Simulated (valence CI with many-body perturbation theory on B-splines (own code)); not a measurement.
Valence orbitals of Sm29+

Method: valence CI with perturbative core correlation (CI+MBPT): five valence electrons over a frozen Dirac-Fock core [Ar] 3d10, a basis of 11 s, 11 p, 10 d, 8 f, 5 g, 2 h functions for each j, with the one-electron correlation potential Σ1 (screened to all orders), the two-electron term Σ2, the three-electron term Σ3, Breit, model QED; selected single and double excitations, second order for the rest, scaled by the run's own slope (own B-spline code, finite nucleus).

No measured spectrum was set against this ion. As an estimate, large intervals hold to a few tenths of a per cent, small ones and those within an open d or f shell to about a per cent. Among the levels kept, up to 2200 cm⁻¹ of a level comes from second order outside the variational space, and about a tenth of that is noise between levels of different J, which matters for small intervals.

These are the spectroscopic orbitals of the CI (the correlating ones are not listed), shaped by the core and the other valence electrons. h is the expectation value of the core's Dirac-Fock operator, without the valence repulsion; Σ1 is computed up to l = 3 at one energy for each symmetry, that of its lowest orbital but kept below the first core excitation, so for empty shells it is not the orbital's own correlation shift; Breit and QED include the response of the core, and the two lowest orbitals of each symmetry also the frequency dependence of Breit exchange, which makes a step in that column.

| Orbital | h (hartree) | Σ1 (cm⁻¹) | Breit (cm⁻¹) | QED (cm⁻¹) | ⟨r⟩ (bohr) |
| --- | --- | --- | --- | --- | --- |
| 4s1/2 | -50.71 | -13004 | 6168 | 4638 | 0.5225 |
| 5s1/2 | -29.963 | -4528 | 2660 | 2031 | 0.8953 |
| 6s1/2 | -19.796 | -2150 | 1359 | 1054 | 1.372 |
| 7s1/2 | -14.058 | -1212 | 797 | 621 | 1.946 |
| 8s1/2 | -10.498 | -755 | 508 | 397 | 2.619 |
| 9s1/2 | -8.1385 | -503 | 344 | 269 | 3.393 |
| 4p1/2 | -48.126 | -13427 | 9591 | -30.4 | 0.5243 |
| 5p1/2 | -28.719 | -4747 | 4179 | -10.2 | 0.9103 |
| 6p1/2 | -19.113 | -2306 | 2192 | -4.6 | 1.397 |
| 7p1/2 | -13.643 | -1315 | 1302 | -2.5 | 1.982 |
| 8p1/2 | -10.228 | -826 | 836 | -1.5 | 2.667 |
| 9p1/2 | -7.9526 | -554 | 569 | -1.0 | 3.452 |
| 4p3/2 | -46.668 | -12077 | 5883 | 419 | 0.5423 |
| 5p3/2 | -28.047 | -4419 | 2579 | 187 | 0.9335 |
| 6p3/2 | -18.748 | -2178 | 1446 | 100 | 1.425 |
| 7p3/2 | -13.423 | -1253 | 862 | 60.0 | 2.016 |
| 8p3/2 | -10.085 | -791 | 555 | 38.8 | 2.706 |
| 9p3/2 | -7.8544 | -533 | 379 | 26.5 | 3.496 |
| 4d3/2 | -42.535 | -13094 | 3988 | -251 | 0.5382 |
| 5d3/2 | -26.09 | -4800 | 1798 | -108 | 0.9520 |
| 6d3/2 | -17.675 | -2417 | 979 | -58.0 | 1.462 |
| 7d3/2 | -12.77 | -1407 | 593 | -34.8 | 2.071 |
| 8d3/2 | -9.6585 | -896 | 387 | -22.5 | 2.780 |
| 4d5/2 | -42.227 | -12613 | 2410 | -84.6 | 0.5432 |
| 5d5/2 | -25.944 | -4636 | 1052 | -33.8 | 0.9581 |
| 6d5/2 | -17.594 | -2337 | 573 | -17.4 | 1.469 |
| 7d5/2 | -12.72 | -1360 | 344 | -10.1 | 2.080 |
| 8d5/2 | -9.6256 | -867 | 223 | -6.5 | 2.790 |
| 4f5/2 | -37.81 | -12433 | 1292 | -126 | 0.5123 |
| 5f5/2 | -23.985 | -4025 | 582 | -60.8 | 0.9521 |
| 6f5/2 | -16.536 | -1981 | 313 | -34.2 | 1.484 |
| 7f5/2 | -12.08 | -1150 | 188 | -21.1 | 2.115 |
| 4f7/2 | -37.747 | -12101 | 389 | -75.3 | 0.5140 |
| 5f7/2 | -23.948 | -3914 | 179 | -35.4 | 0.9541 |
| 6f7/2 | -16.513 | -1928 | 98.6 | -19.6 | 1.487 |
| 7f7/2 | -12.066 | -1120 | 59.9 | -12.0 | 2.118 |
| 5g7/2 | -23.028 |  | 31.6 | -9.9 | 0.8857 |
| 6g7/2 | -15.99 |  | 27.8 | -7.0 | 1.429 |
| 7g7/2 | -11.741 |  | 20.4 | -4.9 | 2.072 |
| 5g9/2 | -23.014 |  | -14.3 | 0.3 | 0.8865 |
| 6g9/2 | -15.982 |  | -12.1 | -1.1 | 1.430 |
| 7g9/2 | -11.735 |  | -9.0 | -1.1 | 2.073 |
| 6h9/2 | -15.866 |  |  |  | 1.292 |
| 6h11/2 | -15.861 |  |  |  | 1.293 |

Among the shells of the start configuration 4s2 4p3, Σ1 is largest in size for 4p1/2, where it is 0.13 % of h.

Lowest root of each symmetry, sizes in configuration state functions:

```
   J  Parity  Roots  Reference  Variational  Second order  Change by selected CI (cm⁻¹)  Change by second order (cm⁻¹)
 1/2    even     10         64        31990       1015627                        -11463                           -160
 3/2    even     14        107        32000       2124472                        -10450                           -392
 5/2    even     12        118        31999       2481715                         -8612                           -502
 7/2    even      7         96        31970       2574291                        -11501                           -654
 9/2    even      3         67        31996       2142130                        -12080                           -336
 1/2     odd     22         98        31998       1222217                         -9205                           -310
 3/2     odd     35        166        31975       2459669                         -7639                           -595
 5/2     odd     35        185        32000       3225493                         -7184                           -875
 7/2     odd     29        168        31992       3571472                        -11994                          -1145
 9/2     odd     16        122        31986       3592927                        -13083                           -803
11/2     odd      5         74        31977       2606134                        -14149                           -569
```
